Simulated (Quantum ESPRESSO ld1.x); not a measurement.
Values are calculated unless marked as measured or tabulated.
Species: Fe2+. Configuration: [Ne] 3s1.75 3p6 3d6 4p0.25 (fractional occupations, a model configuration).

Level of theory: Dirac Kohn-Sham, relativistic LDA (MacDonald-Vosko exchange, VWN5 correlation), spin-unpolarised, spherical densities, point nucleus; open shells fill j = l - 1/2 first (ld1.x of Quantum ESPRESSO 7.5).

Energy parts (hartree):
| part | energy |
|---|---|
| total | -1267.402 |
| kinetic | 1282.478 |
| electron-nucleus | -3016.892 |
| Hartree | 518.713 |
| exchange-correlation | -51.702 |

Orbitals (lengths in bohr, moments of r in powers of bohr):
orbital,occ.,eigenvalue (hartree),<1/r>,<r>,<r^2>
1s1/2,2,-256.711,25.89,0.05864,0.004624
2s1/2,2,-30.7652,5.562,0.2676,0.08464
2p1/2,2,-26.6981,5.518,0.2338,0.06732
2p3/2,4,-26.2420,5.420,0.2369,0.06895
3s1/2,1.75,-4.19661,1.752,0.8116,0.7609
3p1/2,2,-3.00412,1.627,0.8494,0.8511
3p3/2,4,-2.94694,1.605,0.8587,0.8698
3d3/2,4,-1.03557,1.261,1.053,1.430
3d5/2,2,-1.02954,1.256,1.058,1.442
4s1/2,0,-0.78028,0.5344,2.457,6.847
4p1/2,0.25,-0.55960,0.4471,2.907,9.626
4p3/2,0,-0.55475,0.4433,2.930,9.776
4d3/2,0,-0.28438,0.2975,4.449,22.67
4d5/2,0,-0.28394,0.2972,4.457,22.74

The highest occupied level is 4p1/2 at -15.227 eV. The configuration is held as typed, so some empty levels lie below it. The density falls to 0.001 e/bohr^3 at r = 3.29 bohr. Summed over all electrons, <r^2> = 18.11 bohr^2, which gives a Langevin (diamagnetic) susceptibility term of -14.3 x 10^-6 cm^3/mol.
